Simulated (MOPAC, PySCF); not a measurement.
BCl$_{2}$I, SMILES `ClB(Cl)I`, neutral singlet in the gas phase. 

Z-matrix (Å, degrees):
```
B
Cl 1 1.7348
Cl 1 1.7348 2 119.89
I 1 2.1198 2 120.05 3 -180.00
```
Charge 0, spin multiplicity 1.

All levels are single points at this geometry (CAM-B3LYP-D3(BJ)/def2-TZVP); Pople sets use spherical d functions. Orbital energies aren't observables, and empty levels follow the basis.

TPSSh-D3(BJ)/def2-TZVP in PySCF gives gap (eV) = 4.86.

Question: Estimate the gap (eV) from each of these levels: CAM-B3LYP-D3(BJ)/def2-TZVP in PySCF; B3LYP/6-31G* (LANL2DZ on I) in PySCF; B3LYP/LANL2DZ in PySCF; BP86/6-31G* (LANL2DZ on I) in PySCF; PBE/6-31G* (LANL2DZ on I) in PySCF; SVWN5/6-31G* (LANL2DZ on I) in PySCF; HF/6-31G* (LANL2DZ on I) in PySCF; PM7 in MOPAC.

Answer: 
| level | gap (eV) |
|---|---|
| CAM-B3LYP-D3(BJ)/def2-TZVP in PySCF | 8.31 |
| B3LYP/6-31G* (LANL2DZ on I) in PySCF | 5.63 |
| B3LYP/LANL2DZ in PySCF | 5.58 |
| BP86/6-31G* (LANL2DZ on I) in PySCF | 4.02 |
| PBE/6-31G* (LANL2DZ on I) in PySCF | 3.99 |
| SVWN5/6-31G* (LANL2DZ on I) in PySCF | 3.88 |
| HF/6-31G* (LANL2DZ on I) in PySCF | 12.19 |
| PM7 in MOPAC | 7.33 |
